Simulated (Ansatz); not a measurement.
A single point on C$_{2}$H$_{6}$O$_{2}$W (`[CH3][W]([CH3])(=[O])=[O]`).

```yaml
crystal:
  periodic: [false, false, false]
  atoms:
    - {symbol: C, position_ang: [-1.715176, 0.452076, 0.266411]}
    - {symbol: W, position_ang: [0.182239, 0.413058, -0.653695]}
    - {symbol: C, position_ang: [1.542089, -0.844504, 0.354934]}
    - {symbol: O, position_ang: [-0.001279, -0.155246, -2.246946]}
    - {symbol: O, position_ang: [0.812045, 1.993669, -0.662893]}
    - {symbol: H, position_ang: [-1.617423, 0.824715, 1.291804]}
    - {symbol: H, position_ang: [-2.419001, 1.097637, -0.264614]}
    - {symbol: H, position_ang: [-2.131291, -0.561175, 0.286457]}
    - {symbol: H, position_ang: [2.525303, -0.857350, -0.121659]}
    - {symbol: H, position_ang: [1.667910, -0.493861, 1.385143]}
    - {symbol: H, position_ang: [1.154574, -1.869029, 0.365057]}
basis:
  gaussian: {orbitals: def2-QZVPP}
correlation: {method: mp2}
```

```sh
$ ansatz run in.yaml --threads 4 --pin off --events-out ev --progress --plain --max-ram 10444MiB
```

Output, abridged:

```
Functional definition: HF
2957 factors; integrals over basis functions are off by at most 9.6e-4 eV
mean field evaluation 1: about -8029.9109 eV, gradient 7.8e1 eV
mean field evaluation 2: about -8030.0780 eV, gradient 7.9e1 eV
mean field evaluation 4: about -8041.2939 eV, gradient 1.0e1 eV
mean field evaluation 8: about -8041.5911 eV, gradient 1.0e0 eV
mean field evaluation 16: about -8041.5949 eV, gradient 4.5e-6 eV
mean field -8041.59488639 eV, -295.5231612859 hartree, gradient 4.5e-6 eV, S^2 0.000000; 0 other end points of the search recorded, 0 dependent functions left out
4 core orbitals not correlated: weight in the atoms' cores, before any rotation towards them, 1.000 or more for the frozen orbitals, at most 0.000 for the correlated occupied ones
reference -8041.59488639 eV, -295.5231612859 hartree; 20, 20 occupied and 465, 465 virtual orbitals, 2957 factors
second order -40.16386906 eV of doubles, -0.00000000 eV of singles
Total energy: -8081.75875544 eV, -296.9991562497 hartree
```

Hardware: 4 threads of an Arm Neoverse V1 on a shared host. Wall time 26 s, peak host memory 3 GiB.
